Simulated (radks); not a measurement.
Question: Valence configurations of Lu II (all share [Xe]). Method: scalar-relativistic Kohn-Sham, PBE, spin-polarised, spherical densities, finite nucleus; open shells are filled with parallel spins first (spin-orbit coupling, left out, can overturn this in heavy ions); Fermi nuclear charge, rms radius 5.37 fm; computed with a radial shooting solver on a logarithmic mesh with Libxc functionals. Order these by energy: 4f12 6s2 6p2; 4f12.5 6s2 6p1.5; 4f13.5 6s2 6p0.5; 4f14 6s1 6p1; 4f13 5d1 6s1 6p1; 4f14 5d1 6s1; 4f14 5d0.5 6s1.5; 4f14 5d2; 4f13 6s2 6p1; 4f14 6s2.

Answer: From the lowest, in eV above it: 4f14 6s2 0.000; 4f14 5d0.5 6s1.5 0.839; 4f14 5d1 6s1 1.482; 4f14 6s1 6p1 3.893; 4f14 5d2 4.010; 4f13.5 6s2 6p0.5 7.096; 4f13 5d1 6s1 6p1 15.682; 4f13 6s2 6p1 16.545; 4f12.5 6s2 6p1.5 28.508; 4f12 6s2 6p2 43.122. NIST lists [Xe] 4f14 6s2 as the ground configuration; this level of theory agrees among the configurations tried. The energies are those of spherical high-spin densities, not of single terms.
